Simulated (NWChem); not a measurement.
SnBrF$_{3}$; SMILES [F][Sn]([F])([F])[Br]

Computed with NWChem. Geometry: optimised at PBE0/def2-SVP. def2 effective core potentials on Sn; no spin-orbit coupling.

For level TPSS/STO-3G (all-electron, non-relativistic):

```yaml
highest occupied level (eV): -3.27
orbital gap (eV): 5.09
dipole (D): 1.21
```

Question: What are these values for level TPSS/def2-SVP (core potentials)?

Answer: 
| Item | Result |
|---|---|
| highest occupied level (eV) | -8.52 |
| orbital gap (eV) | 4.18 |
| dipole (D) | 1.84 |
